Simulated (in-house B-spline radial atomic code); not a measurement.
## Ti VII (Ti6+): [Ne] 3s2 3p4

Method: Dirac-Kohn-Sham B3LYP, spherical fractional occupations, Fermi nucleus of rms radius 3.5921 fm. Calculated with a B-spline radial code for spherical atoms.

Effective charges: Z_r = [3n² - l(l+1)]/(2<r>) from the radius, Z_e = n√(-2ε) from the energy, and Slater's rules. Values are occupation-weighted means over j.

```json
{"shell": "1s", "electrons": "2", "ε (eV)": "-5010.9", "<r> (bohr)": "0.06958", "Z_r": "21.56", "Z_e": "19.19", "Slater": "21.70"}
{"shell": "2s", "electrons": "2", "ε (eV)": "-657.02", "<r> (bohr)": "0.3236", "Z_r": "18.54", "Z_e": "13.90", "Slater": "17.85"}
{"shell": "2p", "electrons": "6", "ε (eV)": "-562.6", "<r> (bohr)": "0.2887", "Z_r": "17.32", "Z_e": "12.86", "Slater": "17.85"}
{"shell": "3s", "electrons": "2", "ε (eV)": "-160.53", "<r> (bohr)": "0.935", "Z_r": "14.44", "Z_e": "10.30", "Slater": "11.45"}
{"shell": "3p", "electrons": "4", "ε (eV)": "-133.1", "<r> (bohr)": "0.969", "Z_r": "12.90", "Z_e": "9.38", "Slater": "11.45"}
```

The least bound orbital is 3p3/2 at -132.8 eV, and it is also the most diffuse (<r> = 0.9708 bohr).

Spin-orbit splittings of the orbital energies (j = l + 1/2 above j = l - 1/2 when positive): 2p 5.835 eV, 3p 0.8469 eV.

For the 1s electron the small component carries 0.621 % of the norm, the zero-frequency Breit interaction raises the level by 4.894 eV, self-energy by 2.322 eV, and vacuum polarisation lowers it by 0.1804 eV.

Caution: exact exchange at fractional occupations of open shells leaves self-interaction of up to several eV.
